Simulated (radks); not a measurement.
Problem. I44+, 9 electrons, occupied as [He] 2s2 2p5 (the NIST ground configuration). All-electron calculation, scalar-relativistic Kohn-Sham, SCAN, spin-polarised, spherical densities, finite nucleus; open shells are filled with parallel spins first (spin-orbit coupling, left out, can overturn this in heavy ions); meta-GGA in the generalised Kohn-Sham scheme; Fermi nuclear charge, rms radius 4.75 fm. Program: a radial shooting solver on a logarithmic mesh with Libxc functionals. Some entries of the table are withheld. Estimate them.

| orbital | occ. | eigenvalue (hartree) | <r^2> (bohr^2) | <1/r> (bohr^-1) |
|---|---|---|---|---|
| 1s up | 1 | -1332.954 | 0.001002 | 56.88 |
| 1s down | 1 | -1332.453 | 0.001001 | 56.90 |
| 2s up | 1 | -296.4656 | (1) | 13.41 |
| 2s down | 1 | -295.7333 | (2) | 13.39 |
| 2p up | 3 | -278.9473 | 0.01193 | 12.78 |
| 2p down | 2 | -278.0333 | 0.01197 | 12.77 |

Solution. 
(1) 2s up <r^2> (bohr^2): 0.01527
(2) 2s down <r^2> (bohr^2): 0.01530
